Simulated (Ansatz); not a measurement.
Start from `N[SiH](Cl)BO` and change one atom or group to get `C[SiH](N)Cl`.

Ansatz, PBE0-D4/def2-TZVP geometries, multiplicity 1. Each molecule was computed in one conformer, which needn't be the lowest.

| property | `N[SiH](Cl)BO` |
| --- | --- |
| HOMO energy (PBE/def2-TZVPP) / eV | -6.28 |
| size of the dipole moment (B3LYP/def2-TZVPP) / D | 2.66 |
| LUMO energy (PBE0/def2-TZVPP) / eV | -1.18 |
| HOMO–LUMO gap (B3LYP/def2-TZVPP) / eV | 6.05 |
| HOMO–LUMO gap (PBE0/def2-TZVPP) / eV | 6.47 |
| LUMO energy (ωB97M-V/def2-TZVPP) / eV | 0.80 |

Task: Give the same properties after the change, and the shifts. (An estimate is asked.)

Result: Computed: 
```csv
property,`C[SiH](N)Cl`,shift
HOMO energy (PBE/def2-TZVPP) / eV,-6.39,-0.11
size of the dipole moment (B3LYP/def2-TZVPP) / D,1.97,-0.69
LUMO energy (PBE0/def2-TZVPP) / eV,0.76,1.94
HOMO–LUMO gap (B3LYP/def2-TZVPP) / eV,8.01,1.96
HOMO–LUMO gap (PBE0/def2-TZVPP) / eV,8.60,2.13
LUMO energy (ωB97M-V/def2-TZVPP) / eV,2.19,1.39
```

With PBE0 the HOMO falls by 0.19 eV and the LUMO rises by 1.94 eV, so the gap widens by about 2.13 eV. PBE moves the HOMO by -0.11 eV and ωB97M-V by -0.37 eV. Dipoles are sizes alone; their direction can turn.

B3LYP here is the variant with VWN-RPA as its local correlation; programs differ in this.
